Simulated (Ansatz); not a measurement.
Cost and result up the ladder for the cluster Li₃Si₆ (9 atoms). Total charge 0; doublet. Geometry: PBE0-D4/def2-SVP.

```xyz
9

Li    1.046   -1.520    1.975
Li   -1.232    0.492    2.353
Li    1.375    1.285    1.427
Si   -0.920    0.890   -0.288
Si    0.918   -0.724   -0.592
Si    1.286    1.656   -0.999
Si    0.021    0.533   -2.691
Si   -1.390   -1.249   -1.762
Si   -1.105   -1.364    0.577
```

Ansatz on 4 threads of AMD EPYC 9R45 on a shared host. Times are rough, and most runs start from the orbitals of an earlier one. r2SCAN0-D4/def2-TZVP serves as the yardstick here, not as an exact answer. Differences are given only for rows in sets of like size (and for xTB, whose basis is part of the method), since another set adds its own error. Binding counts from free atoms at the same level (Li doublet, Si triplet; other spins of the atoms weren't run), without zero-point energy or a counterpoise term.

Correlated methods freeze 30 core orbitals; core or outer-core shells of Li are correlated, in sets that lack core-valence functions. The rows differ in basis, and correlated rows in double-zeta sets carry the largest basis error. Another isomer (doublet) lies 0.63 eV lower at PBE0-D4/def2-TZVP; other spin states weren't run for this one.

Correlated methods converge slowly with the basis, most of all in double-zeta sets.

```
                         level  functions  wall time
                     HF/STO-3G         69      0.4 s
               PBE-D4/def2-SVP        135      1.7 s
              PBE0-D4/def2-SVP        135        3 s
PBE-D4/def2-TZVP (with forces)        264      3.5 s
             BLYP-D4/def2-TZVP        264      3.6 s
                 MP2/def2-TZVP        264        6 s
           r2SCAN-D4/def2-TZVP        264        8 s
             PBE0-D4/def2-TZVP        264        9 s
              CCSD(T)/def2-SVP        135       13 s
          r2SCANh-D4/def2-TZVP        264       14 s
          r2SCAN0-D4/def2-TZVP        264       14 s
```

Estimate what each level gives for the binding energy per atom (eV).


```tsv
level	binding energy per atom (eV)	difference from r2SCAN0-D4/def2-TZVP (eV)
HF/STO-3G	2.56	–
PBE-D4/def2-SVP	2.96	–
PBE0-D4/def2-SVP	2.86	–
PBE-D4/def2-TZVP (with forces)	2.97	0.14
BLYP-D4/def2-TZVP	2.69	-0.14
MP2/def2-TZVP	2.88	0.05
r2SCAN-D4/def2-TZVP	2.90	0.08
PBE0-D4/def2-TZVP	2.88	0.06
CCSD(T)/def2-SVP	2.47	–
r2SCANh-D4/def2-TZVP	2.87	0.04
r2SCAN0-D4/def2-TZVP	2.83	0.00
```
